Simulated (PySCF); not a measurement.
**A search over the determinants of RbBr**

Unrestricted PBE0; PySCF, spin-free X2C with a Gaussian nucleus, basis sets Rb x2c-TZVPPall, Br x2c-TZVPPall. Outer shells of the fragments: Rb 5s1; Br 3d10 4s2 4p5.

Followed along the bond (rough minima from three points):

```
2Ms+1  unpaired  ⟨S²⟩ at the start  R at minimum (Å)  Te (eV)
    1      none               0.00              2.95     0.00
    3  σ ↑, π ↑               2.00  none in the scan   ≤ 3.98
```

Solutions found at the starting distance of 3.175 Å, counted from the lowest of them; the search is not exhaustive and high or unbound solutions are not listed, so other states can lie among these:

```tsv
2Ms+1	unpaired	term	E (eV)	⟨S²⟩	⟨Lz²⟩	μ (D)
1	none	¹Σ⁺	0.00	0.00	0.00	-11.80
3	σ ↑, π ↑	³Π	3.99	2.00	1.01	1.82
1	σ ↑, π ↓	mixed	4.01	1.00	1.01	2.06
3	σ ↑↑	³Σ⁺	4.14	2.00	0.00	2.02
3	π ↑↑	mixed	5.16	2.00	2.01	1.12
3	π ↑↑	mixed	5.22	2.00	2.01	2.13
```

A term symbol is given only where ⟨S²⟩ and ⟨Lz²⟩ are close to those of a pure state; real π, δ and φ orbitals otherwise mix terms. A positive dipole means Rb(−)Br(+).

The measured ground state is X ¹Σ+ (Huber and Herzberg, Constants of Diatomic Molecules (1979)).

Counting both spins, an empty level lies below a filled one in some of these solutions, because spin and occupation are held.
